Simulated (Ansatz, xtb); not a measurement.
The molecule GaCo, multiplicity 3 (lowest of 2S+1 = 1, 3, 5 at PBE0/def2-TZVPP; our sources give no spin for the ground state, which may be another). No spin–orbit coupling. Co is treated without relativity. Ga is treated without relativity.

Constants: fifth-degree fit in 1/R to seven points, most abundant isotopes. Runs in def2 and cc sets follow the lowest solution found near the PBE0 minimum.

Run with Ansatz (a first-principles code) with Gaussian orbitals; xtb for the GFN methods. Values without a source in brackets are computed. The GFN methods have no spin term and hold the electronic entropy of 300 K.

| level | r_e (Å) | ω_e (cm⁻¹) | ω_e x_e (cm⁻¹) | α_e (cm⁻¹) | dipole (D) |
|---|---|---|---|---|---|
| GFN1-xTB | 2.421 | 148 | 1.0 | 0.0014 | - |
| PBE/def2-TZVPP | 2.395 | 215 | 0.85 | 0.00038 | 0.04 |
| r2SCAN/def2-TZVPP | 2.396 | 228 | 0.81 | 0.00048 | 0.14 |
| B97M-V/def2-TZVPP | 2.452 | 210 | 0.77 | 0.00049 | 0.25 |
| B3LYP/def2-TZVPP | 2.462 | 207 | 0.71 | 0.00048 | 0.32 |
| PBE0/def2-TZVPP | 2.450 | 211 | 0.73 | 0.00047 | 0.13 |
| BHLYP/def2-TZVPP | 2.522 | 189 | 0.63 | 0.00046 | 0.15 |
| CAM-B3LYP/def2-TZVPP | 2.444 | 212 | 0.72 | 0.00048 | 0.09 |
| wB97X-V/def2-TZVPP | 2.450 | 212 | 0.68 | 0.00046 | 0.70 |
| wB97M-V/def2-TZVPP | 2.458 | 211 | 0.66 | 0.00045 | 0.33 |
| B2PLYP/def2-TZVPP | 2.414 | 227 | 0.81 | 0.00048 | - |

Correlated levels freeze the inner cores; with def2 sets outer-core shells near the valence are correlated too.

Doubts at one or more of the structures used: a spin-contaminated determinant (r2SCAN/def2-TZVPP).
